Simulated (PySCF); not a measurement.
Job file and geometry (Å, from GFN2-xTB) of an NMR shielding run on `InChI=1S/C2H12O2SSi3/c1-2-3-8(4-6)5-7/h8H,2H2,1,6-7H3/t8-/m1/s1`, GIAO PBE0/pcSseg-1 NMR shielding, non-relativistic, gas phase in PySCF; density fitting, a coarse starting grid and PySCF grid level 2 are the driver's defaults:

```
$ OMP_NUM_THREADS=1 python probes_run.py task.json out

{"job": {"kind": "nmr", "xc": "PBE0", "basis": "pcSseg-1"}, "charge": 0, "multiplicity": 1}
C     -2.080719    -1.743405     0.262925
C     -1.229436    -0.984768    -0.741587
O      0.051628    -0.702656    -0.239508
Si     0.417287     0.423096     0.866623
O     -0.268586     1.838184     0.510077
Si    -0.377038     3.178440    -0.405836
S      2.530245     0.475996     0.748275
Si     2.900344    -1.191249    -0.563284
H     -2.265808    -1.122833     1.135855
H     -1.564943    -2.646432     0.579749
H     -3.030563    -2.015659    -0.188952
H     -1.077677    -1.584656    -1.644783
H     -1.722184    -0.045281    -1.016674
H     -0.053882     0.146633     2.210245
H     -1.601626     3.789780     0.102628
H      0.824636     3.973972    -0.186967
H     -0.511647     2.771753    -1.807099
H      2.375079    -0.918505    -1.894622
H      4.355027    -1.234958    -0.565957
H      2.324716    -2.396776     0.016465
```

Problem. What does the program print?

Solution. 
```
coarse grid: 18280 points
cycle   1  E = -1499.6323894448  dE =  8.045e-01  |g| = 9.645e-01  |ddm| = 4.021e+00
cycle   2  E = -1499.4048216952  dE =  2.276e-01  |g| = 1.469e+00  |ddm| = 1.892e+00
cycle   3  E = -1499.7960899683  dE = -3.913e-01  |g| = 1.247e-01  |ddm| = 1.299e+00
cycle   4  E = -1499.7990884024  dE = -2.998e-03  |g| = 5.004e-02  |ddm| = 1.682e-01
cycle   5  E = -1499.7996611505  dE = -5.727e-04  |g| = 9.497e-03  |ddm| = 5.374e-02
cycle   6  E = -1499.7996711261  dE = -9.976e-06  |g| = 5.255e-03  |ddm| = 9.906e-03
cycle   7  E = -1499.7996759684  dE = -4.842e-06  |g| = 5.753e-04  |ddm| = 4.187e-03
final grid: 156824 points
cycle   8  E = -1499.8676576899  dE = -2.441e-05  |g| = 1.149e-02  |ddm| = 2.328e-02
cycle   9  E = -1499.8676358651  dE =  2.182e-05  |g| = 1.598e-02  |ddm| = 1.790e-02
cycle  10  E = -1499.8676817021  dE = -4.584e-05  |g| = 1.326e-03  |ddm| = 1.074e-02
cycle  11  E = -1499.8676820722  dE = -3.701e-07  |g| = 1.778e-04  |ddm| = 1.407e-03
cycle  12  E = -1499.8676820804  dE = -8.174e-09  |g| = 3.555e-05  |ddm| = 2.322e-04
cycle  13  E = -1499.8676820806  dE = -2.156e-10  |g| = 1.857e-05  |ddm| = 5.010e-05
converged SCF energy = -1499.8676820806

GIAO shielding tensors (ppm)
atom      isotropic    diamagn.    paramagn.     s11        s22        s33       span
  0 C      167.338     249.986     -82.648    149.639    167.710    184.666     35.027
  1 C      124.356     243.634    -119.278     91.187    113.122    168.759     77.572
  2 O      252.961     404.225    -151.264    230.228    248.219    280.437     50.209
  3 Si     384.165     883.730    -499.565    358.811    388.898    404.787     45.975
  4 O      277.141     401.978    -124.837    239.977    287.297    304.150     64.173
  5 Si     391.563     880.562    -488.999    357.596    360.750    456.343     98.747
  6 S      776.827    1062.332    -285.505    694.272    708.282    927.926    233.654
  7 Si     408.858     880.268    -471.410    373.345    404.751    448.478     75.133
  8 H       30.234      31.538      -1.304     25.967     30.251     34.484      8.517
  9 H       30.261      30.298      -0.037     26.398     28.843     35.544      9.147
 10 H       30.684      28.286       2.398     26.659     27.293     38.101     11.442
 11 H       27.632      31.091      -3.459     22.195     27.626     33.075     10.879
 12 H       27.415      32.879      -5.464     21.939     28.306     32.002     10.063
 13 H       26.372      31.804      -5.431     22.969     24.030     32.119      9.150
 14 H       26.574      29.034      -2.461     22.755     24.737     32.229      9.474
 15 H       26.442      29.149      -2.708     22.547     25.275     31.502      8.955
 16 H       26.456      30.858      -4.401     22.662     25.506     31.201      8.539
 17 H       27.100      30.927      -3.827     23.214     25.759     32.326      9.112
 18 H       27.238      28.788      -1.549     23.087     24.936     33.692     10.605
 19 H       27.131      30.391      -3.260     23.226     25.666     32.500      9.274
```

Problem. Turn these shieldings into chemical shifts. Scale: TMS for $^{13}$C (σref 186.93), $^{29}$Si (σref 349.16), $^{1}$H (σref 31.72); $^{17}$O (σref 336.08) vs H2O; $^{33}$S (σref 503.73) vs CS2 (reference shieldings calculated alike).

Solution. Averaging equivalent atoms: C 1: 62.6; C 0: 19.6; O 2: 83.1; O 4: 58.9; Si 3: -35.0; Si 5: -42.4; Si 7: -59.7; S 6: -273; H 13: 5.34; H 14/15/16: 5.23; H 17/18/19: 4.56; H 12: 4.30; H 11: 4.08; H 8/9/10: 1.32 ppm. Experimental scales use liquid or dissolved standards, which lie at an offset from isolated H2O (liquid H2O: subtract about 36 ppm).

Size and cost of the density-fitted run: 224 basis functions, 54 s wall time on 1 thread of an Arm Neoverse V2, shared host; peak memory 1.1 GiB.
